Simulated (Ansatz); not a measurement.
The inner images of a band of AlCl₃FH (6 atoms, charge 0, multiplicity 1) are given out of order.

Level of theory: RKS PBE0/def2-SVP (Ansatz).

Initial state:

```xyz
6
Properties=species:S:1:pos:R:3
Al 0.013 -0.099 0.089
Cl 0.013 0.326 2.197
Cl 1.818 0.163 -0.927
Cl -1.812 0.081 -0.911
F 0.058 -1.997 0.681
H 0.056 -1.770 1.611
```

Final state:

```xyz
6
Properties=species:S:1:pos:R:3
Al 0.019 -0.500 -0.226
Cl 0.019 0.018 2.246
Cl 1.813 0.320 -0.911
Cl -1.814 0.240 -0.896
F 0.057 -2.090 0.316
H 0.051 -1.285 2.213
```

Question: Put them in order from the first end to the last, with their energies above the first end.
A.
```xyz
6
Properties=species:S:1:pos:R:3
Al 0.018 -0.405 -0.108
Cl 0.021 0.016 2.265
Cl 1.828 0.237 -0.917
Cl -1.825 0.163 -0.896
F 0.056 -2.010 0.554
H 0.047 -1.298 1.842
```
B.
```xyz
6
Properties=species:S:1:pos:R:3
Al 0.013 -0.148 0.063
Cl 0.013 0.236 2.203
Cl 1.820 0.174 -0.929
Cl -1.815 0.096 -0.913
F 0.059 -2.001 0.702
H 0.055 -1.653 1.615
```
C.
```xyz
6
Properties=species:S:1:pos:R:3
Al 0.014 -0.213 0.027
Cl 0.015 0.155 2.212
Cl 1.823 0.188 -0.929
Cl -1.819 0.112 -0.911
F 0.059 -1.997 0.714
H 0.053 -1.542 1.628
```
D.
```xyz
6
Properties=species:S:1:pos:R:3
Al 0.017 -0.351 -0.060
Cl 0.020 0.042 2.245
Cl 1.827 0.212 -0.925
Cl -1.823 0.139 -0.904
F 0.056 -1.992 0.639
H 0.049 -1.347 1.745
```
E.
```xyz
6
Properties=species:S:1:pos:R:3
Al 0.016 -0.286 -0.017
Cl 0.017 0.088 2.228
Cl 1.825 0.200 -0.927
Cl -1.822 0.126 -0.909
F 0.058 -1.988 0.697
H 0.051 -1.436 1.670
```
F.
```xyz
6
Properties=species:S:1:pos:R:3
Al 0.019 -0.479 -0.195
Cl 0.019 0.017 2.266
Cl 1.820 0.294 -0.908
Cl -1.818 0.218 -0.894
F 0.056 -2.064 0.391
H 0.050 -1.283 2.081
```
G.
```xyz
6
Properties=species:S:1:pos:R:3
Al 0.019 -0.450 -0.157
Cl 0.022 0.015 2.274
Cl 1.824 0.266 -0.913
Cl -1.824 0.190 -0.890
F 0.056 -2.037 0.471
H 0.048 -1.281 1.956
```

Answer: B (+0.4 kcal/mol), C (+1.7 kcal/mol), E (+4.0 kcal/mol), D (+5.1 kcal/mol), A (+4.4 kcal/mol), G (+3.4 kcal/mol), F (+2.9 kcal/mol).

Time of the run: 99 s on 2 threads of Intel(R) Xeon(R) Platinum 8488C (Sapphire Rapids), with other jobs on the host, peak memory 0.23 GiB.
